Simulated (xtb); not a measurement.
C3H9ClSi, SMILES [C@H](C[SiH3])(Cl)C. All values are semi-empirical tight-binding results from xtb (GFN2-xTB unless named), good for trends rather than for accurate numbers. The structure is a stationary point at GFN2-xTB. The structure was generated by enumeration; whether it is a known compound was not checked. One conformer was computed; it need not be the lowest.

Optimised geometry:

Bonds (Å): C1–C2 1.516, C1–H6 1.088, C1–H7 1.088, C1–H8 1.088, C2–Cl3 1.810, C2–C4 1.514, C2–H9 1.093, C4–Si5 1.907, C4–H10 1.092, C4–H11 1.092, Si5–H12 1.464, Si5–H13 1.462, Si5–H14 1.464. Bond angles (°): C2–C1–H6 109.6, C2–C1–H7 110.4, C2–C1–H8 110.6, H6–C1–H7 108.9, H6–C1–H8 108.7, H7–C1–H8 108.6, C1–C2–Cl3 108.0, C1–C2–C4 113.7, C1–C2–H9 110.5, Cl3–C2–C4 109.0, Cl3–C2–H9 104.6, C4–C2–H9 110.7, C2–C4–Si5 114.0, C2–C4–H10 109.0, C2–C4–H11 108.7, Si5–C4–H10 109.9, Si5–C4–H11 108.5, H10–C4–H11 106.5, C4–Si5–H12 110.6, C4–Si5–H13 107.8, C4–Si5–H14 109.1, H12–Si5–H13 109.4, H12–Si5–H14 109.5, H13–Si5–H14 110.3.

Computed properties:
| Quantity | Result |
|---|---|
| orbital gap | 5.64 eV |
| dipole moment | 2.34 D |
| zero-point energy | 67.2 kcal/mol |
| G − E(el) at 298.15 K (modified RRHO) | 47.0 kcal/mol |
| static polarisability (D4 model) | 80.2 bohr³ |
| solvation energy, GFN2-xTB/ALPB(water) | -1.7 kcal/mol |
| solvation energy, GFN2-xTB/ALPB(methanol) | -4.9 kcal/mol |

Computed atomic charges and the Wiberg bond orders between heavy atoms:
charges (e) C1 -0.11, C2 0.08, Cl3 -0.24, C4 -0.16, Si5 0.45, H6 0.05, H7 0.05, H8 0.06, H9 0.04, H10 0.03, H11 0.03, H12 -0.09, H13 -0.09, H14 -0.09. Bond orders C1–C2 1.02, C2–Cl3 0.90, C2–C4 1.03, C4–Si5 0.87.
